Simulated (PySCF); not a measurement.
Si(H)(F)(OH)(OMe) (CH5FO2Si), SMILES CO[SiH](O)F. Atoms are numbered in the order given.

```xyz
10

Si     0.5726     0.1360     0.1874
O      1.7001    -0.0338    -0.9858
F      0.3184    -1.2605     0.9719
O     -0.8534     0.5504    -0.5153
C     -2.1202     0.5185     0.0890
H      1.0790     1.1057     1.1755
H      1.4183    -0.4512    -1.8056
H     -2.2458     1.3451     0.8105
H     -2.8865     0.6313    -0.6921
H     -2.2990    -0.4338     0.6168
```
Charge 0, spin multiplicity 1.

The structure is a stationary point at PBE0-D3(BJ)/def2-SVP. The structure was generated by enumeration, and PubChem lists no compound with its InChIKey, so it may never have been made. Other conformers were not sampled.

Computed with HF/def2-TZVP (PySCF).

Atomic charges (e):

| atom | IAO | Löwdin |
|---|---|---|
| Si1 | 1.76 | 0.07 |
| O2 | -0.85 | -0.14 |
| F3 | -0.60 | -0.06 |
| O4 | -0.74 | 0.02 |
| C5 | -0.10 | -0.32 |
| H6 | -0.21 | -0.06 |
| H7 | 0.38 | 0.19 |
| H8 | 0.11 | 0.10 |
| H9 | 0.14 | 0.10 |
| H10 | 0.12 | 0.10 |

Computed Mayer and Wiberg (Löwdin basis) orders of the bonds:
| bond | Mayer | Wiberg |
|---|---|---|
| Si1–O2 | 1.13 | 1.66 |
| Si1–F3 | 0.95 | 1.59 |
| Si1–O4 | 1.10 | 1.52 |
| O4–C5 | 0.88 | 1.51 |
| Si1–H6 | 0.98 | 0.93 |
| O2–H7 | 0.86 | 1.01 |
| C5–H8 | 0.99 | 0.95 |
| C5–H9 | 0.99 | 0.94 |
| C5–H10 | 0.98 | 0.94 |
